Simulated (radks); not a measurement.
The iridium ion Ir+, configuration [Xe] 4f14 5d7 6f1 (not the ground configuration).

All-electron calculation, Dirac Kohn-Sham, PBE, spin-unpolarised, spherical densities, finite nucleus; open shells fill j = l - 1/2 first; Fermi nuclear charge, rms radius 5.4032 fm. Program: a radial shooting solver on a logarithmic mesh with Libxc functionals.

Energy parts (eV):
total: -485823.55
kinetic: 553308.29
electron-nucleus: -1217926.10
Hartree: 188276.21
exchange-correlation: -9481.95

Orbitals (lengths in bohr, moments of r in powers of bohr; r(90%) holds 90 % of the orbital's charge):
| orbital | occ. | eigenvalue (eV) | r(90%) | <r^2> |
|---|---|---|---|---|
| 1s1/2 | 2 | -75997.99 | 0.0318 | 0.0004197 |
| 2s1/2 | 2 | -13297.62 | 0.114 | 0.006361 |
| 2p1/2 | 2 | -12742.19 | 0.100 | 0.004517 |
| 2p3/2 | 4 | -11114.70 | 0.111 | 0.005710 |
| 3s1/2 | 2 | -3121.350 | 0.279 | 0.04139 |
| 3p1/2 | 2 | -2871.694 | 0.271 | 0.03783 |
| 3p3/2 | 4 | -2515.349 | 0.292 | 0.04431 |
| 3d3/2 | 4 | -2097.213 | 0.265 | 0.03413 |
| 3d5/2 | 6 | -2020.202 | 0.271 | 0.03590 |
| 4s1/2 | 2 | -677.5112 | 0.608 | 0.2024 |
| 4p1/2 | 2 | -572.0169 | 0.620 | 0.2074 |
| 4p3/2 | 4 | -487.7412 | 0.668 | 0.2411 |
| 4d3/2 | 4 | -314.5189 | 0.706 | 0.2578 |
| 4d5/2 | 6 | -298.8733 | 0.722 | 0.2701 |
| 4f5/2 | 6 | -78.6162 | 0.863 | 0.3462 |
| 4f7/2 | 8 | -75.4973 | 0.876 | 0.3565 |
| 5s1/2 | 2 | -112.6099 | 1.40 | 1.077 |
| 5p1/2 | 2 | -79.5164 | 1.55 | 1.284 |
| 5p3/2 | 4 | -65.9717 | 1.69 | 1.534 |
| 5d3/2 | 4 | -22.5585 | 2.46 | 2.995 |
| 5d5/2 | 3 | -21.2504 | 2.55 | 3.213 |
| 6f5/2 | 1 | -1.8160 | 20.4 | 235.1 |
| 6f7/2 | 0 | -1.8151 | 20.4 | 235.2 |

The highest occupied level is 6f5/2 at -1.816 eV. The electron density at the nucleus is 1.821e+06 e/bohr^3. The density falls to 0.001 e/bohr^3 at r = 3.72 bohr. Summed over all electrons, <r^2> = 277.7 bohr^2, which gives a Langevin (diamagnetic) susceptibility term of -220 x 10^-6 cm^3/mol.
